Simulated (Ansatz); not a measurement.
A made-up structure of CHGaN, doublet:

| atom | x (Å) | y (Å) | z (Å) |
| --- | --- | --- | --- |
| C1 | 0.0431 | 0.4306 | -0.0940 |
| N2 | -0.9178 | -0.2964 | -0.2131 |
| Ga3 | 0.5932 | -1.6169 | 0.5894 |
| H4 | 0.9461 | -2.6564 | 1.6551 |

It is relaxed with PBE-D4/def2-SVP and then PBE0-D4/def2-TZVP (Ansatz 0.2.0). Atoms count as bonded within 1.22 times the sum of their covalent radii (H–H: 0.88 Å). The end point is not checked to be a true minimum.

(1) Does its bonding change? (A judgement: the text doesn't fix the answer.)

## Answers

(1) By the calculation: Yes. Formed: none; broken: N2–Ga3.

Where it ends: The first stage lowers the energy by 1.25 eV in 24 steps. It ends as CHGaN ([N][C][GaH]):
| atom | x (Å) | y (Å) | z (Å) |
| --- | --- | --- | --- |
| C1 | -0.3188 | -0.3457 | 0.0810 |
| N2 | -1.1208 | 0.4214 | -0.2406 |
| Ga3 | 1.1669 | -1.5659 | 0.4835 |
| H4 | 0.9373 | -2.6489 | 1.6135 |

Labels in which every atom is bracketed show which atoms are joined, not bond orders.

For scale, one of the runs: PBE0-D4/def2-TZVP relaxation, 116 basis functions, launched by `ansatz run in.yaml --threads 2 --pin off --events-out ev --progress --plain --max-ram 4352MiB`. Hardware: 2 CPU threads of an Arm Neoverse V2, shared host. Wall time about 16 s.
